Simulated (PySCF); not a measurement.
C2H10N2Si2, SMILES CN[Si@H]1[SiH2]CN1. Atoms are numbered in the order given.

```xyz
16

C      3.1617    -0.2068    -0.2634
N      1.7685    -0.5998    -0.3336
Si     0.4124     0.1987     0.3772
N     -0.8231    -0.8916     0.9477
C     -2.1485    -0.5115     0.4298
Si    -1.5431     0.9094    -0.7364
H      3.2949     0.5433     0.5319
H      3.5395     0.2436    -1.2016
H      3.8195    -1.0610    -0.0180
H      1.5797    -1.3308    -1.0136
H      1.0563     1.1380     1.3511
H     -0.7654    -1.6438     1.6297
H     -2.6571    -1.3383    -0.1007
H     -2.8408    -0.1452     1.2118
H     -2.1766     2.2376    -0.4731
H     -1.7174     0.5931    -2.1875
```

The structure is a stationary point at B3LYP-D3(BJ)/def2-SVP. The structure was generated by enumeration; whether it is a known compound was not checked. Other conformers were not sampled.

Calculation: ωB97X/def2-TZVP (PySCF).

Atomic charges (e):

| atom | Löwdin | meta-Löwdin |
|---|---|---|
| C1 | -0.36 | -0.21 |
| N2 | -0.12 | -0.59 |
| Si3 | 0.04 | 0.75 |
| N4 | -0.10 | -0.59 |
| C5 | -0.43 | -0.32 |
| Si6 | 0.22 | 0.32 |
| H7 | 0.12 | 0.11 |
| H8 | 0.10 | 0.10 |
| H9 | 0.11 | 0.10 |
| H10 | 0.17 | 0.23 |
| H11 | -0.04 | -0.14 |
| H12 | 0.15 | 0.22 |
| H13 | 0.11 | 0.10 |
| H14 | 0.11 | 0.10 |
| H15 | -0.04 | -0.09 |
| H16 | -0.04 | -0.09 |

Problem. Give the Mayer and Wiberg (Löwdin basis) orders of the bonds. (An estimate is asked for; the answer gives what the named calculation found.)

Solution. 
```csv
bond,Mayer,Wiberg
C1–N2,0.94,1.42
N2–Si3,1.14,1.44
Si3–N4,1.16,1.39
N4–C5,0.95,1.35
Si3–Si6,0.92,1.00
C5–Si6,0.92,1.10
C1–H7,0.98,0.92
C1–H8,0.97,0.93
C1–H9,0.98,0.93
N2–H10,0.92,0.89
Si3–H11,0.93,0.90
N4–H12,0.92,0.92
C5–H13,0.96,0.90
C5–H14,0.96,0.89
Si6–H15,0.95,0.95
Si6–H16,0.95,0.95
```
